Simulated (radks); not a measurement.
Charge is removed step by step from the 5p down level of Eu+, starting from [Kr] 4d10 4f7 5s2 5p(up 3, down 3) 6s1. Calculated with a radial shooting solver on a logarithmic mesh with Libxc functionals: scalar-relativistic Kohn-Sham, PBEsol, spin-polarised, spherical densities, finite nucleus; open shells are filled with parallel spins first (spin-orbit coupling, left out, can overturn this in heavy ions); Fermi nuclear charge, rms radius 5.1115 fm.

removed (e),E - E(0) (eV),eigenvalue (eV),E minus straight line (eV)
0,0.000,-28.345,0.000
0.1,2.885,-29.407,-0.492
0.2,5.877,-30.480,-0.877
0.3,8.976,-31.564,-1.155
0.4,12.185,-32.657,-1.323
0.5,15.503,-33.760,-1.382
0.6,18.932,-34.871,-1.330
0.7,22.472,-35.990,-1.167
0.8,26.125,-37.117,-0.891
0.9,29.890,-38.251,-0.502
1,33.770,-39.391,0.000

Removing the whole electron costs 33.770 eV by Delta-SCF, against 28.345 eV from minus the eigenvalue at the starting occupation. Slater's transition state (half an electron removed) gives 33.760 eV. Integrating minus the eigenvalue over the occupation (Janak's theorem) gives 33.796 eV. In this scalar-relativistic scheme the density is built from large components alone, so the theorem holds only approximately. The mean slope of the eigenvalue, de/dn, is 11.0 eV per electron.
